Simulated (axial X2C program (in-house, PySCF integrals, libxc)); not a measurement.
**Levels of Ge₂⁺ by electron attachment to Ge₂²⁺ (EOM-EA-CCSD)**

Calculated with an in-house all-electron X2C program for linear molecules (integrals from PySCF): two-component X2C with atomic mean-field Coulomb and Gaunt terms, Gaussian nuclei, basis Ge dyall-acv3z with contracted cores.

R = 2.411 Å (near the PBE0 minimum at charge 1 of the determinant lowest at the starting distance; the state shown can have its own minimum elsewhere).

Levels of Ge₂⁺ obtained by attaching an electron to Ge₂²⁺:

| Ω | binding energy (eV) | above lowest (cm⁻¹) | attached spinor | one-particle weight |
| --- | --- | --- | --- | --- |
| 1/2 | 14.087 | 0 | 86% Ge pπ | 0.95 |
| 3/2 | 13.979 | 867 | 86% Ge pπ | 0.95 |
| 1/2 | 11.178 | 23458 | 74% Ge pπ, 16% Ge dπ | 0.92 |

**Question.** Take the first Ω = 1/2 and Ω = 3/2 rows of π character: how far apart are they, and which lies lower?

**Answer.** E(3/2) − E(1/2) = 867 − 0 = 867 cm⁻¹ at EOM-EA-CCSD: regular, Ω = 1/2 lower. Splittings at this level can be off by ten to twenty per cent.

This point took 11 s on 1 thread of Intel(R) Xeon(R) Processor @ 2.30GHz, with other jobs on the host.

Reference electrons by ω block (each with its −ω partner): 1/2: 21, 3/2: 8, 5/2: 2. 6 electrons of Ge₂²⁺ correlated (inner shells frozen), 92 natural virtual spinors (a truncated set); levels can be off by some tenths of an eV. Roots sought by Ω: (1/2: 5, 3/2: 4, 5/2: 2, 7/2: 1); rows need 60 % one-particle weight and stop where some Ω has no more roots. Missing are any skipped roots, higher Ω and states of a further excitation; these come out far too high here and may in truth be low or lowest. T1 of the reference 0.012 (Lee–Taylor). The reference was not checked to be the lowest state of its species. Number of frozen shells: Ge 3 s, 2 p, 1 d. g and u states are not told apart.
